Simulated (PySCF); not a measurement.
B3LYP has the VWN-RPA correlation part, as in Gaussian. Excitations are Tamm–Dancoff values on a coarser integration grid. The basis has no diffuse functions, so Rydberg states are missing or too high.

Cartesian coordinates (Å):
SMILES: C(F)(=C)Cl
```xyz
6

C     -0.7405     0.0052    -0.1923
C      0.5255     0.0660     0.1685
F      1.0413     1.1106     0.7980
Cl     1.6925    -1.1533    -0.0992
H     -1.3965     0.8361     0.0279
H     -1.1223    -0.8647    -0.7029
```
Charge 0, multiplicity 1.

Problem. Estimate the brightest of the four lowest singlets (TDA), S1 oscillator strength and T1 excitation (TDA) that B3LYP-D3(BJ)/def2-TZVP // PBE0-D4/def2-TZVP (PySCF) returns for this input.

Solution. 
```
Item                                          Result
-------------------------------------------  -------
brightest of the four lowest singlets (TDA)  7.46 eV
S1 oscillator strength                         0.001
T1 excitation (TDA)                          4.38 eV
```
